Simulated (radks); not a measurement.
The numbers below are computed, except where a source is named.
Trend from K+ to Kr+: ionisation energy by Delta-SCF between NIST ground configurations, and size. Code: a radial shooting solver on a logarithmic mesh with Libxc functionals. Model: Dirac Kohn-Sham, PBE, spin-unpolarised, spherical densities, point nucleus; open shells are shared between the two j in proportion to 2j + 1.

species      configuration  configuration of the ion  IE (eV)  NIST (eV)  kind   -e(HOMO) (eV)
K+                    [Ar]              [Ne] 3s2 3p5   31.933     31.625  exp.  24.793 (3p3/2)
Ca+               [Ar] 4s1                      [Ar]   11.820     11.872  exp.   8.965 (4s1/2)
Sc+           [Ar] 3d1 4s1                  [Ar] 3d1   12.768     12.800  exp.   9.727 (4s1/2)
Ti+           [Ar] 3d2 4s1                  [Ar] 3d2   13.572     13.576  exp.  10.350 (4s1/2)
V+                [Ar] 3d4                  [Ar] 3d3   14.834      14.63  exp.   8.965 (3d5/2)
Cr+               [Ar] 3d5                  [Ar] 3d4   16.052     16.486  exp.   9.843 (3d5/2)
Mn+           [Ar] 3d5 4s1                  [Ar] 3d5   15.599     15.640  exp.  11.877 (4s1/2)
Fe+           [Ar] 3d6 4s1                  [Ar] 3d6   16.203     16.199  exp.  12.328 (4s1/2)
Co+               [Ar] 3d8                  [Ar] 3d7   19.345     17.084  exp.  12.172 (3d5/2)
Ni+               [Ar] 3d9                  [Ar] 3d8   20.356     18.169  exp.  12.875 (3d5/2)
Cu+              [Ar] 3d10                  [Ar] 3d9   21.333     20.292  exp.  13.550 (3d5/2)
Zn+          [Ar] 3d10 4s1                 [Ar] 3d10   18.443     17.964  exp.  13.997 (4s1/2)
Ga+          [Ar] 3d10 4s2             [Ar] 3d10 4s1   21.128     20.515  exp.  16.330 (4s1/2)
Ge+      [Ar] 3d10 4s2 4p1             [Ar] 3d10 4s2   15.442     15.935  exp.  11.162 (4p3/2)
As+      [Ar] 3d10 4s2 4p2         [Ar] 3d10 4s2 4p1   17.922     18.589  exp.  13.230 (4p3/2)
Se+      [Ar] 3d10 4s2 4p3         [Ar] 3d10 4s2 4p2   20.353      21.20  exp.  15.261 (4p3/2)
Br+      [Ar] 3d10 4s2 4p4         [Ar] 3d10 4s2 4p3   22.767     21.591  exp.  17.284 (4p3/2)
Kr+      [Ar] 3d10 4s2 4p5         [Ar] 3d10 4s2 4p4   25.183     24.360  exp.  19.313 (4p3/2)

Reference values: NIST Atomic Spectra Database (exp. = measured, semi-emp. = semi-empirical, theory = theoretical value adopted there). Spin polarisation and multiplet splitting are left out, so open shells lie too high by an amount that depends on their filling. Sharing an open shell by 2j + 1 raises it above the true ground level by a part of the spin-orbit splitting, which enters the differences from NIST.

Beside tabulated values, note that spin-unpolarised runs miss the spin-polarisation part of the exchange energy of open shells.
